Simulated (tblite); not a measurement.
C3H7NSi.
Atom-mapped SMILES: `[CH3:1][CH2:2][SiH2:3][C:4]#[N:5]` (hydrogens: H6, H7, H8 on C1; H9, H10 on C2; H11, H12 on Si3)

The geometry is computed with GFN2-xTB (gas phase).

(1) Give the optimised bond lengths and angles.

Results:

(1) 
```tsv
bond	length (Å)
C1–C2	1.527
C2–Si3	1.902
Si3–C4	1.870
C4≡N5	1.146
C1–H6, C1–H7, C1–H8	1.088
C2–H9, C2–H10	1.093
Si3–H11, Si3–H12	1.465
```

Bonds in one row agree within 0.01 Å and their mean is given. A selection of angles:
```tsv
angle	degrees
C2–C1–H6	110.7
H6–C1–H7	108.1
C1–C2–Si3	113.1
C1–C2–H9	108.9
Si3–C2–H9	109.8
H9–C2–H10	106.3
C2–Si3–C4	106.5
C2–Si3–H11	112.3
C4–Si3–H11	106.2
C4–Si3–H12	106.6
H11–Si3–H12	112.7
Si3–C4–N5	179.4
```

Torsions: C1–C2–Si3–C4 58° (synclinal). The mirror-image conformer, all signs reversed, is as good.

Si3 (SiH2 silicon) is tetrahedral (angles from 106.2° to 112.7°). The C–Si distances run from 1.870 Å (Si3–C4, drawn single) to 1.902 Å (C2–Si3, drawn single), a spread of 0.032 Å. Of the pairs four or more bonds apart, C4···H8 is among the closest relative to their van der Waals radii: 2.97 Å, 102 % of the sum of Bondi's values.

Point group: C1 (no symmetry element, even within 0.4 Å). Its GFN2-xTB frequencies are all real (lowest 55 cm⁻¹). One conformer, not necessarily the lowest.

On one thread, Arm Neoverse N1 (aarch64), no GPU, shared host, this took 0.74 s wall. That covers the optimisation of the geometry.
